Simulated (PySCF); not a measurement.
Compound: C2H4BBrCl2.
Atom-mapped SMILES: `[Cl:1][B:2]([Cl:3])[CH2:4][CH2:5][Br:6]` (hydrogens: H7, H8 on C4; H9, H10 on C5)

Structure used (PBE0-D3(BJ)/def2-SVP), in Å, numbered top down from 1:
```
atom  x, y, z in Å
Cl1   -1.6291    1.3992   -1.3045
B2    -1.4674    0.1144   -0.1222
Cl3   -2.9283   -0.6103    0.5166
C4    -0.0701   -0.3902    0.3717
C5     1.1338    0.2811   -0.2475
Br6    2.8066   -0.4193    0.4607
H7    -0.0574   -0.2772    1.4715
H8    -0.0362   -1.4830    0.2118
H9     1.1796    0.1290   -1.3334
H10    1.1518    1.3606   -0.0518
```

Computed, not measured: PBE0-D3(BJ)/def2-SVP geometry optimisation, gas phase (PySCF).

Take the most abundant isotopes and a rigid rotor. The values belong to one conformer with, in the numbering `[Cl:1][B:2]([Cl:3])[CH2:4][CH2:5][Br:6]`, Cl1–B2–C4–C5 -1°, B2–C4–C5–Br6 179°.

Q: What are A, B and C (MHz)?

A: Ia = 165.96, Ib = 1067.58, Ic = 1227.27 u·Å²; 505379 MHz·u·Å²/I gives A = 3045, B = 473.4, C = 411.8 MHz.

Q: What kind of rotor is it?

A: A near-prolate asymmetric top; Ray's κ = -0.953.

Q: Is it planar, by Δ = Ic − Ia − Ib?

A: Not planar: Δ = Ic − Ia − Ib = -6.26 u·Å². For a rigid frame Δ = −2 Σ m c², so Σ m c² = 3.13 u·Å² lies off the ab plane, practically all of it from hydrogen. The atom farthest from that plane is 0.92 Å away.

Q: Where do the levels up to J = 2 lie, in K?

A: Above 0(0,0), as E/k:
J = 1: 1(0,1) 0.042, 1(1,1) 0.166, 1(1,0) 0.169
J = 2: 2(0,2) 0.127, 2(1,2) 0.248, 2(1,1) 0.257, 2(2,1) 0.627, 2(2,0) 0.627

Q: Which types of transition are allowed, and where do some lines up to J = 3 fall?

A: The dipole components are |μa| = 0.82 D, |μb| = 0.12 D, |μc| = 0.00 D; the mirror of this Cs structure is the ab plane, so μc vanishes by symmetry (the 0.01 D computed is a residue) and there are no c-type lines. Intensities carry the squares of the components, which stand as 1.00 : 0.02 (a : b). Some lines, for components of 0.1 D or more:

```tsv
type	branch	J(Ka,Kc)	MHz	lower level (cm⁻¹)
a	Q	3(1,2) ← 3(1,3)	370	0.258
a	R	1(0,1) ← 0(0,0)	885	0.000
a	R	2(1,2) ← 1(1,1)	1709	0.115
a	R	2(0,2) ← 1(0,1)	1769	0.030
a	R	2(1,1) ← 1(1,0)	1832	0.117
a	R	3(1,3) ← 2(1,2)	2562	0.172
b	Q	1(1,0) ← 1(0,1)	2633	0.030
a	R	3(0,3) ← 2(0,2)	2651	0.089
a	R	3(2,2) ← 2(2,1)	2656	0.436
a	R	3(2,1) ← 2(2,0)	2660	0.436
b	Q	2(1,1) ← 2(0,2)	2696	0.089
a	R	3(1,2) ← 2(1,1)	2747	0.178
b	Q	3(1,2) ← 3(0,3)	2792	0.177
b	R	1(1,1) ← 0(0,0)	3457	0.000
b	R	2(1,2) ← 1(0,1)	4281	0.030
b	Q	3(2,1) ← 3(1,2)	7629	0.270
b	Q	2(2,0) ← 2(1,1)	7717	0.178
b	Q	2(2,1) ← 2(1,2)	7900	0.172
b	Q	3(2,2) ← 3(1,3)	7993	0.258
b	R	2(2,1) ← 1(1,0)	9547	0.117
b	R	3(2,2) ← 2(1,1)	10371	0.178
b	R	3(2,1) ← 2(1,2)	10561	0.172
b	Q	3(3,0) ← 3(2,1)	13008	0.525
b	R	3(3,1) ← 2(2,0)	15668	0.436
b	R	3(3,0) ← 2(2,1)	15669	0.436
```

Q: Estimate the classical rotational partition function at 50 K, 100 K and 500 K.

A: Point group Cs, symmetry number σ = 1; q = (√π/σ)·√((kT/h)³/(ABC)), k/h = 20836.6 MHz/K: 77400 at 50 K, 219000 at 100 K, 2450000 at 500 K.

PBE0-D3(BJ)/def2-SVP frequencies: not computed here. These are rigid-rotor constants of the computed structure; measured ground-state constants (B0) also hold zero-point vibration. Quadrupole hyperfine structure (11B, 35Cl, 79Br) is left out.
